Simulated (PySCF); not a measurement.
## Bond curve of TaCl⁻

Set-up: Ta def2-TZVPPD with ECP60, Cl def2-TZVPPD; scalar-relativistic core potentials (PySCF 2.14). Energies in eV from Ta (5d3 6s2) + Cl⁻ in their ground configurations at the same level. State: quartet, unpaired electrons π ↑, δ ↑↑.

```tsv
R (Å)	ROHF-CCSD(T)
2.164	-1.540
2.260	-1.808
2.332	-1.902
2.404	-1.931
2.476	-1.912
2.572	-1.837
2.692	-1.697
2.837	-1.502
```

**Question.** Put a parabola through the three lowest points of the ROHF-CCSD(T) curve and estimate Re, k and ωe (reduced mass 29.31 u; 1 eV/Å² = 0.16022 mdyn/Å; ωe = 1302.8·√(k/μ) cm⁻¹).

**Answer.** Through R = 2.332, 2.404, 2.476 Å the second-order coefficient is 4.63 eV/Å², so Re ≈ 2.411 Å, k ≈ 1.48 mdyn/Å and ωe ≈ 293 cm⁻¹. A polynomial fit of higher order to the unrounded ROHF-CCSD(T) energies gives Re = 2.407 Å, k = 1.42 mdyn/Å, ωe = 287 cm⁻¹; anharmonicity and rounding make the difference.

The higher-order fit for each curve: ROHF-CCSD(T): Re = 2.407 Å, ωe = 287 cm⁻¹, De = 1.93 eV.

Correlated steps freeze 5 core orbitals. These are scalar-relativistic numbers at best; spin–orbit coupling would shift them, the dissociation energy most. For an ion De counts to the pair picked by the measured ionisation energies or electron affinities, which need not be the lowest pair at this level. The CCSD T1 diagnostic is raised, a sign that a single reference may not be enough here. The state is the lowest single determinant that the PBE0 search found; with open d or f shells the true ground state can be another one.
